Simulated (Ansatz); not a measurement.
Mulliken charges of `Cl[SiH]1C[SiH2]1` from r2SCAN/def2-TZVPP in Ansatz (PBE0-D4/def2-TZVP geometry).

```csv
atom,x (Å),y (Å),z (Å),charge (e)
Cl1,-0.981,-0.129,-2.673,-0.244
Si2,-0.561,0.652,-0.824,0.381
C3,1.005,0.031,0.004,-0.351
Si4,-0.477,-0.616,1.024,0.184
H5,-0.790,2.113,-0.832,-0.064
H6,1.663,0.770,0.458,0.100
H7,1.575,-0.733,-0.523,0.104
H8,-0.693,-2.080,0.965,-0.051
H9,-0.651,-0.054,2.384,-0.061
```

Question: By hand: the dipole of these point charges (1 e Å = 4.8032 D).

Answer: Σ q r = (0.041, 0.131, 0.375) e Å, of length 0.399 e Å = 1.92 D.

Question: How does the dipole of the full density compare? (Best estimate.)

Answer: Computed: (0.164, 0.056, 0.237) e Å, 1.41 D; the point charges give 1.36 times that, at 29° from its direction.

Point charges leave out the atoms' own dipoles, such as those of lone pairs, and Mulliken's split depends on the basis, so the two needn't agree.
